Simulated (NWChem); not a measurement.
System meant: CuPH3I; SMILES [PH3]->[Cu][I]

Input file for NWChem:

```
start job
memory heap 200 mb stack 900 mb global 1100 mb
geometry units angstroms noautoz
  Cu    -0.001328     0.907079     0.000056
  I     -0.003352    -1.498731     0.000043
  P      0.007463     3.102146    -0.000188
  H      1.026637     3.790823    -0.707403
  H      0.116740     3.796934     1.232065
  H     -1.107870     3.804359    -0.525570
end
basis spherical
  * library def2-svp
end
dft
  xc pbe0
  iterations 150
  mulliken
end
task dft energy
```

End of the output:

```
             Grid Information
             ----------------
          Grid used for XC integration:  medium
          Radial quadrature: Mura-Knowles
          Angular quadrature: Lebedev.
          Tag              B.-S. Rad. Rad. Pts. Rad. Cut. Ang. Pts.
          ---              ---------- --------- --------- ---------
          Cu                  1.35      112          10.0       590
          I                   1.40      123          13.0       590
          P                   1.00       88          12.0       590
          H                   0.35       45          13.0       434
          Grid pruning is: on
          Number of quadrature shells:   458
          Spatial weights used:  Erf1

          Convergence Information
          -----------------------
          Convergence aids based upon iterative change in
          total energy or number of iterations.
          Levelshifting, if invoked, occurs when the
          HOMO/LUMO gap drops below (HL_TOL):  1.00D-02
          DIIS, if invoked, will attempt to extrapolate
          using up to (NFOCK): 10 stored Fock matrices.

                    Damping( 0%)  Levelshifting(0.5)       DIIS
                  --------------- ------------------- ---------------
          dE  on:    start            ASAP                start
          dE off:    2 iters        150 iters           150 iters

      Screening Tolerance Information
      -------------------------------
          Density screening/tol_rho:  1.00D-10
          AO Gaussian exp screening on grid/accAOfunc:  14
          CD Gaussian exp screening on grid/accCDfunc:  20
          XC Gaussian exp screening on grid/accXCfunc:  20
          Schwarz screening/accCoul:  1.00D-08

      Superposition of Atomic Density Guess
      -------------------------------------

      charge =      53.0 I (Iodine)

      symmetry species            s     p     d     f
      number of basis functions =10     7     6
      number of cont. functions = 4     4     2
      number of closed shells   = 5     3     2
      number of open shells     = 0     1     0
      open shell occupation     = 0     5     0
 ------------------------------------------------------------------------
 atomscf:atomd: error in atom scf                   0
 ------------------------------------------------------------------------
 ------------------------------------------------------------------------
  current input line :
    19: task dft energy
 ------------------------------------------------------------------------
 ------------------------------------------------------------------------
 This error has not yet been assigned to a category
 ------------------------------------------------------------------------
 For more information see the NWChem manual at https://nwchemgit.github.io

0:atomscf:atomd: error in atom scf:Received an Error in Communication
```

Q: What is wrong, and how is it mended?

A: The program stopped with an error. Cause: the def2 basis of a heavy element holds valence functions alone and wants its effective core potential (without it all electrons must fit into that basis). This input runs:
```
start job
memory heap 200 mb stack 900 mb global 1100 mb
geometry units angstroms noautoz
  Cu    -0.001328     0.907079     0.000056
  I     -0.003352    -1.498731     0.000043
  P      0.007463     3.102146    -0.000188
  H      1.026637     3.790823    -0.707403
  H      0.116740     3.796934     1.232065
  H     -1.107870     3.804359    -0.525570
end
basis spherical
  * library def2-svp
end
ecp
  I library def2-ecp
end
dft
  xc pbe0
  iterations 150
  mulliken
end
task dft energy
```
It converges to -2280.74212 Ha (PBE0/def2-SVP with def2 effective core potentials on I).
